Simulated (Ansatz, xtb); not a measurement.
# Isomers of ClGeH3NSi in order of energy

4 gas-phase structures of ClGeH3NSi, found in a search over its isomers (lower ones may exist). Each was relaxed with GFN2-xTB:

A. `[H]/N=[SiH]/[GeH][Cl]`, a doublet
B. `[H]/N=[SiH]\[GeH][Cl]`, a doublet
C. a doublet given by its coordinates
D. a doublet given by its coordinates

C (Å):

```xyz
7

Cl   -2.7747    2.4377   -1.5993
Ge    1.1431   -0.1892   -1.7024
N    -0.6256    0.2718   -1.4318
Si   -1.3380    1.5407   -0.4955
H    -0.2902    2.5084   -0.1992
H    -1.3212   -0.3037   -1.8945
H    -1.9821    1.0010    0.7019
```

Close contacts (Å): Cl1–Si4 2.02, Ge2–N3 1.85, N3–Si4 1.73, N3–H6 1.01, Si4–H5 1.46, Si4–H7 1.46.

D (Å):

```yaml
atoms:
  - { symbol: Cl, position_ang: [-1.4204, 2.4771, -0.0127] }
  - { symbol: Ge, position_ang: [-2.4159, 0.6275, -0.5545] }
  - { symbol: N, position_ang: [-1.6368, -0.4787, 0.7096] }
  - { symbol: Si, position_ang: [-0.3975, -0.3505, 1.9142] }
  - { symbol: H, position_ang: [-0.6020, -1.4325, 2.8782] }
  - { symbol: H, position_ang: [-0.3557, 0.9882, 2.4782] }
  - { symbol: H, position_ang: [-1.9550, -1.4336, 0.6065] }
```

Close contacts (Å): Cl1–Ge2 2.17, Ge2–N3 1.85, N3–Si4 1.73, N3–H7 1.01, Si4–H5 1.46, Si4–H6 1.45.

Make a reasoned guess at their ranking by r2SCAN-D4/def2-SVP single-point energy.

Calculated order at r2SCAN-D4/def2-SVP: C (0.000), D (0.426), B (2.080), A (2.323) eV.

Energies above the lowest of each column, in eV; the last columns are at B3LYP-D3(BJ)/def2-SVP geometries and were run for some of them only (a dash: not run or not comparable):

| structure | GFN2-xTB | HF/STO-3G | r2SCAN-D4/def2-SVP | B3LYP-D3(BJ)/def2-SVP | CCSD(T)/def2-SVP + ΔMP2/def2-TZVPP |
| --- | --- | --- | --- | --- | --- |
| C | 0.498 | 0.000 | 0.000 | 0.000 | 0.000 |
| D | 0.000 | 0.188 | 0.426 | 0.467 | 0.682 |
| B | 0.958 | 2.672 | 2.080 | – | – |
| A | 0.942 | 2.810 | 2.323 | – | – |

CCSD(T)/def2-SVP + ΔMP2/def2-TZVPP puts C lowest of those it was run on; GFN2-xTB picks D. Some further structures that were screened fall inside this span and aren't listed. Flexible structures stand in one conformer each, not always the lowest. Frequencies (B3LYP-D3(BJ)/def2-SVP) were run for C, D alone. Open shells are spin-unrestricted, some with notable spin contamination. ΔMP2 is the change of the MP2 energy from the smaller to the larger basis.

Over these structures GFN2-xTB departs from r2SCAN-D4/def2-SVP by 0.644 eV on average once a common shift is removed. A GFN2-xTB relaxation took about 0.15 s and the r2SCAN-D4/def2-SVP energy about 3.5 s on a shared host (Ansatz 0.2.0, xtb 6.7.1).
